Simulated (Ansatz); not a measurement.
Cost and result up the ladder for In7Sb8 (15 atoms). Total charge 0; doublet. Geometry: PBE-D4/def2-SVP.

Cartesian coordinates in Å:
```
In -1.726 -0.969 2.710
In 1.072 -3.367 0.812
In -1.811 2.876 0.787
In -3.785 -0.163 0.169
In 2.907 -0.183 0.770
In -0.896 -2.148 -2.957
In 1.498 0.937 -3.497
Sb 2.014 2.640 0.780
Sb 2.086 -1.523 -1.751
Sb 0.389 1.484 2.894
Sb 1.337 -1.209 3.171
Sb -1.856 -2.648 -0.021
Sb -0.158 -0.304 -0.197
Sb -1.594 1.335 -2.089
Sb 0.523 3.241 -1.582
```

Ansatz on 2 threads of AMD EPYC 7R13 on a shared host and a share (18 GiB) of an NVIDIA H100 80GB HBM3. Times are rough, and most runs start from the orbitals of an earlier one. PBE0-D4/def2-TZVP serves as the yardstick here, not as an exact answer. Differences are given only for rows in sets of like size (and for xTB, whose basis is part of the method), since another set adds its own error. Binding counts from free atoms at the same level (In doublet, Sb quartet; other spins of the atoms weren't run), without zero-point energy or a counterpoise term.

In the def2 sets In, Sb take a core potential; there is no spin–orbit coupling. Correlated methods freeze 60 core orbitals; core or outer-core shells of In, Sb are correlated, in sets that lack core-valence functions. The rows differ in basis, and correlated rows in double-zeta sets carry the largest basis error. Single mean-field runs in def2-TZVP are fitted with def2-universal-jkfit. The structure comes from a short search, and lower isomers may exist.

Run but left out: MP2/def2-SVP (⟨S²⟩ 0.93, where a pure state has 0.75).

Correlated methods converge slowly with the basis, most of all in double-zeta sets.

```
                         level  functions  wall time  binding energy per atom (eV)  difference from PBE0-D4/def2-TZVP (eV)
               PBE-D4/def2-SVP        390        9 s                          2.32                                       –
PBE-D4/def2-TZVP (with forces)        750       13 s                          2.35                                    0.16
           r2SCAN-D4/def2-TZVP        750       14 s                          2.12                                   -0.07
              PBE0-D4/def2-SVP        390       15 s                          2.15                                       –
              RPA@PBE/def2-SVP        390       17 s                          1.71                                       –
             PBE0-D4/def2-TZVP        750       18 s                          2.19                                    0.00
            BHLYP-D4/def2-TZVP        750       21 s                          2.04                                   -0.15
```
